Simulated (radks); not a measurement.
The numbers below are computed, except where a source is named.
Ionisation of neutral helium, [He], to He+, 1s1, under several functionals. Non-relativistic Kohn-Sham, spin-unpolarised, spherical densities, point nucleus; a radial shooting solver on a logarithmic mesh with Libxc functionals.

functional	E(He) (hartree)	Exc (hartree)	IE (eV)	-e(HOMO) (eV)	<r> HOMO (bohr)	IE error (eV)
RPBE	-2.91074	-1.06723	27.085	15.825	0.9437	+2.497
PBEsol	-2.85772	-1.00429	26.593	15.499	0.9513	+2.005
BLYP	-2.90707	-1.06204	27.156	15.915	0.9456	+2.569
MS2 meta-GGA	-2.91259	-1.07282	27.569	16.439	0.9355	+2.982
HCTH/407	-2.92221	-1.07865	27.280	16.062	0.9428	+2.693
LDA (Slater exchange, VWN5 correlation)	-2.83484	-0.97331	26.493	15.522	0.9592	+1.906
B86b exchange with PBE correlation	-2.90282	-1.05792	27.067	15.843	0.9438	+2.480
revPBE	-2.90796	-1.06427	27.046	15.794	0.9432	+2.459
LDA (Slater exchange, Perdew-Zunger correlation)	-2.83429	-0.97244	26.484	15.516	0.9596	+1.897
TASK exchange with Perdew-Wang LDA correlation	-2.97945	-1.14800	28.647	17.487	0.9269	+4.060

NIST Atomic Spectra Database: 24.587 eV (measured). Closest: LDA (Slater exchange, Perdew-Zunger correlation). The Delta-SCF values span 2.16 eV, the total energies 0.15 hartree. The highest occupied level is 1s. Spin polarisation and multiplet splitting are left out, so open shells lie too high by an amount that depends on their filling.

Beside tabulated values, note that spin-unpolarised runs miss the spin-polarisation part of the exchange energy of open shells.
